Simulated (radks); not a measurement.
Values are calculated unless marked as measured or tabulated.
Q: The mean radii <r> (bohr) of the occupied orbitals of an atom or ion are listed with their occupations. Level of theory: Dirac Kohn-Sham, BLYP, spin-unpolarised, spherical densities, point nucleus (a radial shooting solver on a logarithmic mesh with Libxc functionals).

| orbital | occ. | <r> |
|---|---|---|
| 1s1/2 | 2 | 0.01866 |
| 2s1/2 | 2 | 0.07833 |
| 2p1/2 | 2 | 0.06486 |
| 2p3/2 | 4 | 0.07271 |
| 3s1/2 | 2 | 0.2043 |
| 3p1/2 | 2 | 0.1942 |
| 3p3/2 | 4 | 0.2088 |
| 3d3/2 | 4 | 0.1829 |
| 3d5/2 | 6 | 0.1874 |
| 4s1/2 | 2 | 0.4586 |
| 4p1/2 | 2 | 0.4644 |
| 4p3/2 | 4 | 0.4976 |
| 4d3/2 | 4 | 0.5165 |
| 4d5/2 | 6 | 0.5280 |
| 5s1/2 | 2 | 1.101 |
| 5p1/2 | 2 | 1.221 |
| 5p3/2 | 4 | 1.329 |
| 4f5/2 | 6 | 0.6342 |
| 4f7/2 | 8 | 0.6452 |
| 6s1/2 | 2 | 3.307 |
| 5d3/2 | 1.2 | 2.198 |
| 5d5/2 | 1.8 | 2.313 |

Name the element and its charge. Open shells, if any, are shared by 2j + 1.

A: Z = 73, tantalum, charge 0: Ta in [Xe] 4f14 5d3 6s2. The 1s radius gives Z: for a bare nucleus <r> = (2 gamma + 1)/(2Z) with gamma = sqrt(1 - (Z/c)^2), 0.01844 bohr for Z = 73, and screening makes it slightly larger (0.01866 here). The occupations add up to 73, and the charge is Z minus that.
